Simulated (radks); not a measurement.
Valence configurations of the iron ion Fe+ (all share [Ar]). Method: non-relativistic Kohn-Sham, BLYP, spin-unpolarised, spherical densities, point nucleus; computed with a radial shooting solver on a logarithmic mesh with Libxc functionals. Energies are relative to 3d6 4s1; eigenvalues in eV.

valence,E (eV),e(3d),e(4p),e(4s)
3d6 4s1,0.000,-16.127,-,-12.241
3d6.5 4s0.5,-1.520,-13.714,-,-11.477
3d5.5 4s1 4p0.5,4.985,-19.519,-8.266,-13.459
3d5 4s2,5.827,-21.799,-,-13.869
3d4.5 4s1 4p1.5,19.049,-26.952,-9.931,-15.818
3d7,-2.281,-11.614,-,-
3d5 4s1 4p1,11.295,-23.137,-9.109,-14.652
3d6 4p1,4.927,-17.493,-8.082,-
3d4 4s1 4p2,28.349,-30.943,-10.737,-16.960
3d3.5 4s1 4p2.5,39.284,-35.092,-11.531,-18.078

NIST lists [Ar] 3d6 4s1 as the ground configuration; this level of theory puts 3d7 lower, by 2.281 eV. The energies are those of spherical spin-averaged densities, not of single terms.
